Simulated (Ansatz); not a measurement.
A structure relaxed at r2SCAN-D4/def2-SVP in Ansatz, charge 1, doublet:

```xyz
6

Mg    1.7807   -0.8167   -3.3387
Mg   -1.4882    0.6795    2.7993
Mg    0.1277   -0.0568   -0.2413
O     0.9613   -0.4362   -1.8040
O    -0.8243   -0.4685    1.4112
O    -0.5573    1.0987    1.1735
```

(1) Give its formula and point group.

(2) Summarise the bond lengths by kind (pairs closer than 1.2 times the sum of covalent radii, bridged metal pairs left out).

Results:

(1) the cluster Mg₃O₃⁺. Point group C2v (tolerance 0.1 Å).

(2) 6 × Mg–O 1.78 to 1.95 Å.

The gap within one spin of the charge 1 doublet nearly closes, so an electron or hole may be smeared out by delocalisation error. The relaxation made no stability test and no search for a lower SCF solution. Another isomer (doublet) lies 0.70 eV lower at PBE0-D4/def2-TZVP; other spin states weren't run for this one.
